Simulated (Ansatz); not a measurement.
C2H9NOSi can be A, `CO[SiH](C)N`, or B, `NCOC[SiH3]`.

Program: Ansatz. Geometries: PBE0-D4/def2-TZVP. ΔE: electronic, gas phase. CBS: MP2 limit from def2 TZ/QZ plus the TZ coupled-cluster correction, frozen cores. DFT in def2-TZVPP. B3LYP here is the variant with VWN-RPA as its local correlation; programs differ in this. Each species was taken in one conformer, which may not be the lowest.

Problem. Which is lower in electronic energy at CCSD(T)/CBS, and by how much? (Estimate.)

Solution. The calculation gave: A, by 307.7 kJ/mol.

Problem. Give E(B) − E(A) in kJ/mol with ωB97M-V, CCSD(T)/def2-TZVPP, HF/def2-TZVPP, MP2/def2-TZVPP, B3LYP, PBE0-D4, CCSD/def2-TZVPP. (Best estimate.)

Solution. The calculation gave: ωB97M-V 303.8, CCSD(T)/def2-TZVPP 300.9, HF/def2-TZVPP 308.5, MP2/def2-TZVPP 314.4, B3LYP 296.7, PBE0-D4 292.8, CCSD/def2-TZVPP 303.5. None reverses the order clearly.

Largest T1 diagnostic: 0.011.

From PBE to PBE0 (25 % exact exchange), in def2-TZVPP and without D4, E(B) − E(A) moves by +10.3 kJ/mol. The D4 term adds +3.8 kJ/mol with B3LYP and +2.1 kJ/mol with PBE0; it sums over pairs of atoms, weighted by their polarisabilities, and B3LYP, whose exchange is more repulsive, gets the larger term.
